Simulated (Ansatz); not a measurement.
Reaction (redistribution): `[F][SbH][AlH2]` + `N=C([SiH3])[SeH]` → `N=[C]([AlH2])[SiH3]` + `[F][SbH][SeH]`

Computed with Ansatz on PBE0-D4/def2-TZVP structures; ΔE is electronic, products minus reactants. CCSD(T)/CBS adds triple-zeta CCSD(T) − MP2 to the extrapolated MP2 energy (def2 sets, frozen cores). DFT in def2-TZVPP. B3LYP here is the variant with VWN-RPA as its local correlation; programs differ in this. def2 core potentials past Kr. For Sb, Se outer-core shells are correlated without core-valence functions, which leaves a few kJ/mol of doubt a bond. Scalar relativity is left out up to krypton. Each species was taken in one conformer, which may not be the lowest.

| level | ΔE (kcal/mol) | difference from CCSD(T)/CBS |
| --- | --- | --- |
| PBE-D4 | -6.8 | 2.8 |
| r2SCAN-D4 | -7.6 | 2.0 |
| PBE0-D4 | -7.2 | 2.4 |
| B3LYP-D4 | -9.2 | 0.4 |
| ωB97X-V | -8.8 | 0.8 |
| ωB97M-V | -9.7 | -0.1 |
| B2PLYP | -9.1 | 0.5 |
| PBE | -7.0 | 2.6 |
| r2SCAN | -7.6 | 2.0 |
| PBE0 | -7.4 | 2.2 |
| B3LYP | -9.5 | 0.1 |
| HF/def2-TZVPP | -10.6 | -1.0 |
| MP2/def2-TZVPP | -7.7 | 1.9 |
| SCS-MP2/def2-TZVPP | -8.5 | 1.1 |
| CCSD/def2-TZVPP | -8.2 | 1.4 |
| CCSD(T)/def2-TZVPP | -7.9 | 1.7 |
| HF/def2-QZVPP | -11.2 | -1.6 |
| MP2/def2-QZVPP | -8.8 | 0.8 |
| SCS-MP2/def2-QZVPP | -9.5 | 0.1 |
| HF/CBS(def2) | -11.3 | -1.7 |
| MP2/CBS(def2) | -9.3 | 0.3 |
| CCSD/CBS(def2) | -9.8 | -0.2 |
| CCSD(T)/CBS | -9.6 | 0 |

Largest T1 diagnostic among the species: 0.014.

In def2-TZVPP, CCSD(T) changes the Hartree–Fock value by +2.7 kcal/mol (the triples alone add +0.2 kcal/mol) and MP2 by +2.9 kcal/mol.
